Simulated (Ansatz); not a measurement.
C3H9O2Sn, doublet, at a GFN2-xTB geometry (such geometries of metal compounds can be far from the true shape) (the spin is typed, not shown lowest) (all electrons, no relativity); PBE/STO-3G (Ansatz, a program for electronic structure).

Here is a job for Ansatz.
Ansatz 0.2 input:
```yaml
crystal:
  periodic: [false, false, false]
  atoms:
    - {symbol: Sn, position_ang: [0.46403987, 0.33198427, 0.50852436]}
    - {symbol: C, position_ang: [-0.70988159, -1.04957052, -1.49925834]}
    - {symbol: C, position_ang: [0.01680332, -2.34141420, -1.65073718]}
    - {symbol: C, position_ang: [-0.72005664, -0.11512295, -2.65568922]}
    - {symbol: H, position_ang: [-1.64872954, -1.11420461, -0.95960904]}
    - {symbol: H, position_ang: [-0.53537796, -3.00084517, -2.33010456]}
    - {symbol: H, position_ang: [1.00949169, -2.19459737, -2.07462176]}
    - {symbol: H, position_ang: [0.10380565, -2.85988889, -0.69711222]}
    - {symbol: H, position_ang: [-1.03292017, 0.87914020, -2.34272128]}
    - {symbol: H, position_ang: [-1.43699444, -0.45893251, -3.40944947]}
    - {symbol: H, position_ang: [0.25787270, -0.05422862, -3.12952546]}
    - {symbol: O, position_ang: [-0.75614554, 1.97894213, 0.37328599]}
    - {symbol: H, position_ang: [-1.35157038, 2.11545931, 1.10719208]}
    - {symbol: O, position_ang: [-0.48332448, -0.43753645, 2.19838269]}
    - {symbol: H, position_ang: [-0.17300183, -1.20571507, 2.67049305]}
basis:
  gaussian:
    orbitals: STO-3G
hamiltonian:
  xc: pbe
magnetization: {spin_polarized: true, initial_magnetization: 1}
accuracy: high
```

**Question.** Write the output that Ansatz gives for this input, abridged.

**Answer.** 
```
Functional definition: PBE
1280 factors; integrals over basis functions are off by at most 4.8e-9 eV
mean field evaluation 1: about -169550.7446 eV, gradient 1.9e1 eV
mean field evaluation 2: about -169502.4350 eV, gradient 8.4e1 eV
mean field evaluation 4: about -169553.6360 eV, gradient 5.7e0 eV
mean field evaluation 8: about -169553.6864 eV, gradient 3.2e-1 eV
mean field evaluation 16: about -169553.6882 eV, gradient 8.4e-5 eV
mean field evaluation 32: about -169552.7975 eV, gradient 1.1e1 eV
mean field -169553.68824461 eV, -6230.9831153717 hartree, gradient 6.5e-8 eV, S^2 0.757268; 2 other end points of the search recorded, 0 dependent functions left out
reference -169553.68824787 eV, -6230.9831154915 hartree; 47, 46 occupied and 14, 15 virtual orbitals, 1280 factors
Total energy: -169553.68824787 eV, -6230.9831154915 hartree
```
